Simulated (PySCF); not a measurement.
## Correlation energy of Cl²⁺ (chlorine, charge +2)

Starting occupation: [Ne] 3s2 3p3, 3p1/2 with m_j = -1/2, +1/2, 3p3/2 with m_j = +3/2. Computed with PySCF 2.14 in x2c-QZVPPall-2c, with X2C-1e with screened-nucleus spin-orbit coupling, Gaussian nucleus. Frozen: [Ne]; 5 electrons correlated; the 4 highest virtual spinors left out.

MP2 pair energies summed by pair of shells (mhartree):

```tsv
pair	energy	share (%)
3p-3s	-69.49	66.8
3p-3p	-23.25	22.3
3s-3s	-11.30	10.9
```

Total MP2 correlation energy: -104.04 mhartree.

The GHF reference relaxed away from the jj start to a determinant that is no pure jj level (⟨S²⟩ = 3.75, ⟨J²⟩ = 3.75); the energies belong to that determinant.
